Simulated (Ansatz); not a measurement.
Input:

```yaml
crystal:
  periodic: [false, false, false]
  atoms:
    - { symbol: Ge, position_ang: [-0.142176, 0.132091, -0.148444] }
    - { symbol: F, position_ang: [-0.05617, 0.238196, 1.56694] }
    - { symbol: F, position_ang: [1.492169, 0.396901, -0.694981] }
    - { symbol: F, position_ang: [-0.967532, 1.616266, -0.573909] }
    - { symbol: Ge, position_ang: [-1.266424, -1.837505, -1.01616] }
    - { symbol: H, position_ang: [-1.9327, -2.555735, 0.181089] }
    - { symbol: H, position_ang: [-2.350538, -1.374646, -2.018334] }
    - { symbol: H, position_ang: [-0.213134, -2.729095, -1.702894] }
    - { symbol: O, position_ang: [0.985407, -2.304915, 1.118028] }
    - { symbol: H, position_ang: [0.524605, -3.106898, 1.433964] }
    - { symbol: H, position_ang: [0.838394, -1.65946, 1.856001] }
basis:
  gaussian: { orbitals: def2-SVP }
hamiltonian:
  xc: pbe
relax:
  f_tol: 0.03
  max_steps: 50
```

Launched with:

```bash
$ ansatz run input.yaml --threads 4 --pin off --max-ram 5120MiB --backend cpu --events-out ev --progress --plain --runs-dir out
```

Hardware: 4 threads of Arm Neoverse V1, on a shared host.

**Question.** Roughly how long does this run take, and how much memory?

**Answer.** 18 s, with a peak of 0.23 GiB, for 9 ionic steps.
